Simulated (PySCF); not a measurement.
**Atomic charges by several schemes**

Species: C₅H₈O₄.
Numbering: `[O:1]=[C:2]([OH:3])[CH:4]1[CH2:5][O:6][CH2:7][O:8][CH2:9]1` (hydrogens: H10 on O3; H11 on C4; H12, H13 on C5; H14, H15 on C7; H16, H17 on C9)

Cartesian coordinates in Å at the GFN2-xTB level; atoms count from 1:
```
atom  x, y, z in Å
O1     1.9853   -0.4192   -1.2976
C2     1.8382   -0.3863   -0.1054
O3     2.8336   -0.6035    0.7558
C4     0.5336   -0.1041    0.5950
C5    -0.0181    1.2699    0.1672
O6    -1.3110    1.4690    0.6897
C7    -2.1849    0.4606    0.2821
O8    -1.7866   -0.8073    0.7081
C9    -0.5230   -1.1508    0.1890
H10    3.6635   -0.7880    0.2858
H11    0.6780   -0.1251    1.6773
H12   -0.0365    1.3173   -0.9329
H13    0.5952    2.0835    0.5575
H14   -2.2801    0.4721   -0.8243
H15   -3.1491    0.6659    0.7505
H16   -0.2836   -2.1345    0.5960
H17   -0.5617   -1.2075   -0.9102
```

Density: PBE0/pcSseg-1 (PySCF); schemes: Mulliken, IAO, Hirshfeld and ESP-fitted. One conformer (not necessarily the lowest) at the GFN2-xTB geometry, without solvent, vibrations or thermal averaging.

Question: Atoms with like bonding are taken together and averaged. At which atom do the 4 schemes differ most?

Answer: At C4: from -0.386 (Mulliken) to +0.164 e (ESP-fitted), 0.550 e apart.

Question: Do the Mulliken, IAO, Hirshfeld and ESP-fitted schemes agree on where the charge is highest?

Answer: All schemes agree: Mulliken C2 (+0.481); IAO C2 (+0.529); Hirshfeld C2 (+0.219); ESP-fitted C2 (+0.540).

Question: Tabulate the Mulliken, IAO, Hirshfeld and ESP-fitted charges.

Answer: In e; atoms taken as equivalent share a row and are averaged (×n: the atom named and its like, n in all):

| atom | environment | Mulliken | IAO | Hirshfeld | ESP-fitted |
| --- | --- | --- | --- | --- | --- |
| O1 | acid carbonyl oxygen | -0.403 | -0.470 | -0.268 | -0.529 |
| C2 | carboxylic acid carbon | +0.481 | +0.529 | +0.219 | +0.540 |
| O3 | acid hydroxyl oxygen | -0.353 | -0.472 | -0.168 | -0.641 |
| C4 | sp3 carbon next to a carbonyl | -0.386 | -0.201 | -0.052 | +0.164 |
| C5/C9 | sp3 carbon bound to oxygen | +0.132 | -0.054 | +0.002 | +0.036 |
| O6/O8 | cyclic ether oxygen | -0.501 | -0.392 | -0.148 | -0.385 |
| C7 | sp3 carbon bearing two oxygens | +0.292 | +0.128 | +0.067 | +0.157 |
| H10 | acid proton | +0.244 | +0.373 | +0.190 | +0.478 |
| H11 | methine hydrogen | +0.149 | +0.163 | +0.043 | +0.053 |
| H12/H17 | methylene hydrogen | +0.116 | +0.129 | +0.034 | +0.058 |
| H13/H16 | methylene hydrogen | +0.137 | +0.158 | +0.051 | +0.083 |
| H14 | methylene hydrogen | +0.081 | +0.098 | +0.031 | +0.063 |
| H15 | methylene hydrogen | +0.128 | +0.170 | +0.057 | +0.132 |

Mean size of the charges over all atoms: Mulliken 0.252 e, IAO 0.239 e, ESP-fitted 0.228 e, Hirshfeld 0.092 e. Each set sums to the total charge, 0, to within 0.001 e. The IAO scheme counts the electrons in orthogonalised intrinsic atomic orbitals, a minimal basis polarised so that it spans the occupied orbitals exactly.

Question: How many electrons does the ESP-fitted scheme count on O6?

Answer: Its own charge is -0.387 e, so Z − q = 8.387.

Question: Sum the charges by element.

Answer: 
```tsv
element	atoms	Mulliken	IAO	Hirshfeld	ESP-fitted
O	4	-1.758	-1.725	-0.731	-1.939
C	5	+0.651	+0.348	+0.239	+0.932
H	8	+1.107	+1.377	+0.492	+1.008
```
